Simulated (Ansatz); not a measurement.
Si20H27, a nanocrystal with a defect cut from the lattice of silicon (one cap removed). The state is a doublet with charge 0. Geometry PBE-D4/def2-SVP, that of the charge +1 singlet; atoms count from 1.

Cartesian coordinates in Å:
```
Si -3.135 2.370 1.524
Si -0.991 0.768 -4.306
Si 2.906 0.077 -2.508
Si 0.239 1.555 3.367
Si 3.257 0.493 1.256
Si -0.069 1.278 -0.490
Si -2.961 -1.149 -0.205
Si -0.322 -2.385 -2.136
Si 0.298 -1.930 1.801
Si 3.139 -3.084 -0.308
Si -1.307 2.037 -2.347
Si -0.782 2.439 1.439
Si -3.926 0.152 1.514
Si 2.261 1.423 -0.668
Si -1.441 -1.529 -4.023
Si 1.906 -1.964 -1.951
Si 2.579 1.739 3.142
Si -0.302 -0.708 3.725
Si 2.631 -1.757 1.586
Si -0.587 -0.984 -0.161
H -3.616 3.050 2.778
H -3.686 3.090 0.322
H -1.915 1.272 -5.382
H 0.430 0.899 -4.781
H 4.389 -0.190 -2.505
H 2.445 0.582 -3.844
H -0.218 2.358 4.559
H 4.755 0.534 1.075
H -3.399 -0.646 -1.555
H -3.319 -2.609 -0.096
H -0.627 -3.793 -1.701
H -0.119 -3.379 1.859
H 4.587 -3.015 -0.715
H 2.664 -4.502 -0.166
H -0.950 3.476 -2.610
H -2.760 1.958 -1.956
H -0.323 3.868 1.267
H -5.414 0.123 1.274
H -3.622 -0.527 2.820
H 2.747 2.835 -0.879
H -0.938 -2.331 -5.193
H -2.906 -1.799 -3.823
H 2.972 3.179 2.942
H 3.267 1.184 4.362
H 0.549 -1.250 4.845
H -1.752 -0.902 4.066
H 3.364 -2.306 2.785
```

Single mean-field runs in def2-SVP are fitted with def2-universal-jkfit.

Problem. Estimate the Mulliken populations of the heavy atoms from the PBE0/def2-SVP orbitals of Ansatz.

Solution. 
```
atom  charge (e)  spin (α − β)
 Si1        0.08          0.00
 Si2        0.05          0.00
 Si3        0.15         -0.06
 Si4       -0.09          0.00
 Si5       -0.04         -0.01
 Si6       -0.21         -0.01
 Si7        0.11          0.06
 Si8        0.04         -0.03
 Si9        0.03         -0.01
Si10        0.18         -0.06
Si11        0.12          0.00
Si12       -0.01          0.00
Si13        0.05          0.02
Si14       -0.01          0.04
Si15        0.09          0.01
Si16       -0.23          0.94
Si17        0.13          0.00
Si18        0.10          0.00
Si19       -0.09          0.04
Si20       -0.31          0.02
```
Mulliken values depend strongly on the basis.

Problem. Where does the spin sit?

Solution. Summed by element: Si 0.94, H 0.06, of 1 unpaired in all. Largest on single atoms: Si16 0.94, Si10 -0.06, Si3 -0.06.

Problem. And the Mayer bond orders between heavy atoms (over 0.3)?

Solution. Si1–Si12 0.94 (2.36 Å); Si1–Si13 0.95 (2.36 Å); Si2–Si11 0.95 (2.36 Å); Si2–Si15 0.95 (2.36 Å); Si3–Si14 0.93 (2.37 Å); Si3–Si16 0.95 (2.34 Å); Si4–Si12 0.93 (2.35 Å); Si4–Si17 0.94 (2.36 Å); Si4–Si18 0.94 (2.35 Å); Si5–Si14 0.92 (2.36 Å); Si5–Si17 0.94 (2.36 Å); Si5–Si19 0.92 (2.36 Å); Si6–Si11 0.93 (2.36 Å); Si6–Si12 0.92 (2.36 Å); Si6–Si14 0.92 (2.34 Å); Si6–Si20 0.90 (2.34 Å); Si7–Si13 0.95 (2.36 Å); Si7–Si20 0.90 (2.38 Å); Si8–Si15 0.93 (2.35 Å); Si8–Si16 0.95 (2.28 Å); Si8–Si20 0.87 (2.44 Å); Si9–Si18 0.94 (2.36 Å); Si9–Si19 0.92 (2.35 Å); Si9–Si20 0.91 (2.35 Å); Si10–Si16 0.95 (2.34 Å); Si10–Si19 0.92 (2.37 Å).
